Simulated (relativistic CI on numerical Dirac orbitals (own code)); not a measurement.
# Spin-allowed bands of a d2 ion in an octahedral site, by hand

Problem. Take Δ = 7250 cm⁻¹ and B = 840 cm⁻¹ for a d2 ion in an octahedral site. Calculate the three spin-allowed bands.

Working.
1. The terms of highest spin are 3F (energy 0) and 3P (15B = 12600 cm⁻¹). Here the F term splits into A2 at +1.2Δ = 8700, T2 at +0.2Δ = 1450 and T1 at −0.6Δ = -4350 cm⁻¹.
2. The two T1 states mix through the element 0.4Δ: H = [[-4350, 2900], [2900, 12600]], with roots ½(H₁₁ + H₂₂) ∓ ½√[(H₂₂ − H₁₁)² + 4H₁₂²] = ½(8250) ∓ ½(17915) = -4832 and 13082 cm⁻¹.
3. The ground term is 3T1 at -4832 cm⁻¹.
4. Bands: 3T2 6282 cm⁻¹ (1592 nm), 3A2 13532 cm⁻¹ (739 nm), 3T1(P) 17915 cm⁻¹ (558 nm).

Check. Exact diagonalisation of the whole d2 shell with these parameters gives 3T2 6282, 3A2 13532, 3T1 17915 cm⁻¹. The match is exact, since without spin-orbit coupling no other term has this spin. The ratio of the second band to the first, 2.154, depends on Δ/B = 8.6 alone, which is how a Tanabe-Sugano diagram is read.
